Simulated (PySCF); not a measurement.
C4H7FO, SMILES C[C@@]1(F)CCO1. Atoms are numbered in the order given.

```xyz
13

C      1.7110    -0.5027     0.1712
C      0.3481     0.1226     0.0700
F      0.4506     1.4354     0.5083
C     -0.4941     0.0412    -1.2121
C     -1.5604    -0.5592    -0.2858
O     -0.6348    -0.5547     0.8240
H      2.0272    -0.4893     1.2249
H      2.4384     0.0664    -0.4260
H      1.6824    -1.5443    -0.1777
H     -0.7146     1.0209    -1.6571
H     -0.0990    -0.6443    -1.9750
H     -1.8983    -1.5814    -0.5245
H     -2.4396     0.0791    -0.0901
```
Charge 0, spin multiplicity 1.

Geometry optimised at r2SCAN-D4/def2-SVP. The structure was generated by enumeration; whether it is a known compound was not checked.

All values below come from PBE/pcSseg-1 run with PySCF.

GIAO shieldings, no solvent; atoms listed in one row are averaged. δ = σ(ref) − σ: ¹³C against TMS (σ = 182.0 ppm); ¹⁹F against CFCl3 (σ = 133.6 ppm); ¹⁷O against H2O (σ = 334.3 ppm); ¹H against TMS (σ = 31.49 ppm), references at their B3LYP-D3(BJ)/def2-TZVP geometries, non-relativistic.

Estimate the chemical shifts. (The exact figures need the calculation; the answer reports its results.)


```
nucleus       atoms  count  δ (ppm)
-------  ----------  -----  -------
¹³C              C2      1    128.9
¹³C              C5      1     69.6
¹³C              C4      1     38.2
¹³C              C1      1     29.1
¹⁹F              F3      1   -113.8
¹⁷O              O6      1    127.9
¹H              H13      1     5.00
¹H              H12      1     4.65
¹H         H10, H11      2     2.92
¹H       H7, H8, H9      3     1.73
```
